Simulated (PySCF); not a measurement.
System: C$_{6}$H$_{11}$, net charge 0, doublet state. It need not be the lowest isomer of its formula. 
Geometry from a B3LYP-D3(BJ)/def2-TZVP (Ansatz) optimisation:
SMILES: C(/[CH]CC)=C/C
```xyz
17

C      2.0362    -0.0381     1.0002
C      1.1796     0.8639     0.0961
C      0.6308     0.1353    -1.0893
C     -0.6133    -0.4510    -1.2428
C     -1.6900    -0.5457    -0.3734
C     -1.7859    -0.0512     1.0346
H      2.4566     0.5302     1.8327
H      1.4410    -0.8564     1.4087
H      2.8622    -0.4799     0.4395
H      0.3822     1.3139     0.6854
H      1.8045     1.6891    -0.2594
H      1.3176     0.0222    -1.9220
H     -0.7759    -0.9187    -2.2101
H     -2.5747    -1.0332    -0.7658
H     -0.8945    -0.2836     1.6199
H     -1.9213     1.0360     1.0785
H     -2.6423    -0.4987     1.5399
```
Charge 0, spin multiplicity 2.

Dispersion corrections to the total energy (kcal/mol) from the dftd3 and dftd4 libraries through PySCF: D3(BJ) without and D4 with the three-body term, each with the damping fitted for the functional named.

```csv
functional,D3(BJ),D4
BP86,-12.94,-10.56
TPSS,-10.73,-10.81
B2PLYP,-6.47,-5.65
revPBE,(withheld),-26.61
TPSSh,(withheld),-9.90
BLYP,-17.57,-17.59
HF,-62.11,(withheld)
```

Problem. Fill in the missing entries.

Solution. 
- revPBE, D3(BJ): -21.83
- TPSSh, D3(BJ): -9.84
- HF, D4: -28.85
